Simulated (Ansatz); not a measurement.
System: CdI, charge 0, doublet. CdI (parent SMILES [Cd][I], doublet).
B3LYP-D3(BJ)/def2-TZVP minimum from Ansatz (a first-principles code):
```xyz
2

Cd     0.0000     0.0000    -1.4459
I      0.0000     0.0000     1.3095
```
Charge 0, spin multiplicity 2.

Total energies in hartree (Ansatz). Radicals and triplets start from unrestricted determinants; spin-orbit coupling is neglected. Correlated methods leave the cores frozen (noble-gas shells, and filled d and f shells in the p block). Past Kr the def2 sets carry scalar-relativistic core potentials. Spin-orbit terms, left out, reach several kcal/mol for Br and I, and more for heavier atoms. The spin of CdI (parent SMILES [Cd][I], doublet) was assumed, and the state is the lowest solution found for it.

| species | HF/def2-TZVPP | CCSD(T)/def2-TZVPP | HF/def2-QZVPP | CCSD(T)/def2-QZVPP | CCSDT(Q)/def2-TZVPP |
|---|---|---|---|---|---|
| 1: CdI (parent SMILES [Cd][I], doublet) | -463.58175 | -464.14293 | -463.58473 | -464.20523 | -464.14329 |
| 2: Cd (singlet) | -166.88392 | -167.31105 | -166.88491 | -167.34967 | -167.31037 |
| 3: I (doublet) | -296.65857 | -296.79430 | -296.65973 | -296.81374 | -296.79495 |

### Question
Work out the atomisation energy (electronic, to ground-state atoms) in kJ/mol: take Hartree-Fock from def2-QZVPP, extrapolate the CCSD(T) correlation energy as X^-3 (X = 3, 4), and add CCSDT(Q) - CCSD(T) in def2-TZVPP. 1 hartree = 2625.5 kJ/mol.

### Answer

Species 1: correlation (64·(-0.62050) - 27·(-0.56118))/37 = -0.66379; step -0.00036; E1 = -463.58473 + (-0.66379) + (-0.00036) = -464.24888
Species 2: correlation (64·(-0.46476) - 27·(-0.42713))/37 = -0.49222; step +0.00068; E2 = -166.88491 + (-0.49222) + (+0.00068) = -167.37645
Species 3: correlation (64·(-0.15401) - 27·(-0.13573))/37 = -0.16735; step -0.00065; E3 = -296.65973 + (-0.16735) + (-0.00065) = -296.82773
-1·E1 +1·E2 +1·E3 = 0.04470 hartree = 117.4 kJ/mol.
